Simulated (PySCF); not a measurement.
Isomers of C6H6F4, one GFN2-xTB conformer each. Single-point energies are computed at PBE0/pcSseg-1 (PySCF, gas phase, no added dispersion term), electronic only.

Question: Rank them by PBE0/pcSseg-1 energy, lowest first (kJ/mol).
A. `[CH2:1]=[CH:2][CH2:3]/[C:4](=[CH:5]/[F:6])[C:7]([F:8])([F:9])[F:10]` with C1–C2–C3–C4 -116°, C2–C3–C4–C5 10°
B. `[C@]12(C[C@@](C1)(C2)C(F)(F)F)F`
C. `[CH3:1][C:2]#[C:3][CH2:4][C@H:5]([F:6])[C:7]([F:8])([F:9])[F:10]` with C3–C4–C5–F6 -171°
D. `[F:1][C@H:2]1[CH:3]=[C:4]([CH2:5][C:6]([F:7])([F:8])[F:9])[CH2:10]1` with C3–C4–C5–C6 -103°
E. `[CH2:1]=[C:2]([CH3:3])/[C:4]([F:5])=[CH:6]/[C:7]([F:8])([F:9])[F:10]` with C1–C2–C4–F5 1°
F. `[CH2:1]=[CH:2]/[C:3](=[C:4](/[CH3:5])[F:6])[C:7]([F:8])([F:9])[F:10]` with C1–C2–C3–C4 180°

Answer: E (0.0), F (7.2), D (19.8), A (42.1), B (58.7), C (68.3).

As drawn, the lowest has a C=C bond outside aromatic rings, which the highest lacks; the highest has a C≡C bond, which the lowest lacks. Neighbours under 10 kJ/mol apart (C=C(C)/C(F)=C/C(F)(F)F and C=C/C(=C(/C)F)C(F)(F)F; FC(F)(F)[C@]12C[C@](F)(C1)C2 and CC#CC[C@H](F)C(F)(F)F) can change places with a better method, another conformer or zero-point energy. GFN2-xTB itself gives, in the same order: 15.1, 13.4, 0.0, 50.5, 31.8, 50.9. GFN2-xTB puts F[C@H]1C=C(CC(F)(F)F)C1 lowest instead; measured from each level's own lowest isomer, the values differ by up to 26.9 kJ/mol (FC(F)(F)[C@]12C[C@](F)(C1)C2: 31.8 against 58.7).

Which frontier levels, dipoles and rotational constants go with these structures?

| SMILES | HOMO (eV, PBE0/pcSseg-1) | LUMO (eV) | dipole (D) | A, B, C (MHz) |
| --- | --- | --- | --- | --- |
| C=C(C)/C(F)=C/C(F)(F)F | -7.61 | -1.76 | 4.12 | 2615, 763.9, 661.7 |
| C=C/C(=C(/C)F)C(F)(F)F | -7.03 | -1.22 | 1.64 | 1692, 1222, 813.6 |
| F[C@H]1C=C(CC(F)(F)F)C1 | -7.93 | -0.45 | 0.95 | 3590, 635.5, 616.3 |
| C=CC/C(=C/F)C(F)(F)F | -8.03 | -0.42 | 3.23 | 1854, 916.4, 705.5 |
| FC(F)(F)[C@]12C[C@](F)(C1)C2 | -9.48 | 1.51 | 0.84 | 2994, 831.3, 831.2 |
| CC#CC[C@H](F)C(F)(F)F | -7.64 | 1.05 | 2.76 | 2170, 802.7, 673.4 |

As an exercise, what shares would exp(−E/RT) give at 2000 K from these electronic energies alone (no entropy, no degeneracies)?

RT = 16.629 kJ/mol: C=C(C)/C(F)=C/C(F)(F)F 48.1 %, C=C/C(=C(/C)F)C(F)(F)F 31.2 %, F[C@H]1C=C(CC(F)(F)F)C1 14.7 %, C=CC/C(=C/F)C(F)(F)F 3.8 %, FC(F)(F)[C@]12C[C@](F)(C1)C2 1.4 %, CC#CC[C@H](F)C(F)(F)F 0.8 %.
